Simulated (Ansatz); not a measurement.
Consider the redistribution: `O[SiH2][SiH](O)[SiH3]` + `O[SiH2][SiH2]S` → `O[SiH2][SiH]([SiH3])S` + `O[SiH2][SiH2]O`.

Program: Ansatz. Geometries: PBE0-D4/def2-TZVP. ΔE: electronic, gas phase. CCSD(T)/CBS adds triple-zeta CCSD(T) − MP2 to the extrapolated MP2 energy (def2 sets, frozen cores). DFT in def2-TZVPP. B3LYP here is the variant with VWN-RPA as its local correlation; programs differ in this. Each species was taken in one conformer, which may not be the lowest.

| level | ΔE (kJ/mol) | difference from CCSD(T)/CBS |
| --- | --- | --- |
| PBE-D4 | -3.2 | 3.9 |
| r2SCAN-D4 | -4.5 | 2.6 |
| PBE0-D4 | -5.3 | 1.8 |
| B3LYP-D4 | -5.5 | 1.6 |
| PBE0 | -4.3 | 2.8 |
| B3LYP | -3.8 | 3.3 |
| CCSD/def2-TZVPP | -7.2 | -0.1 |
| HF/def2-QZVPP | -6.8 | 0.3 |
| MP2/def2-QZVPP | -9.5 | -2.4 |
| SCS-MP2/def2-QZVPP | -8.5 | -1.4 |
| CCSD(T)/CBS | -7.1 | 0 |

Largest T1 diagnostic among the species: 0.013.
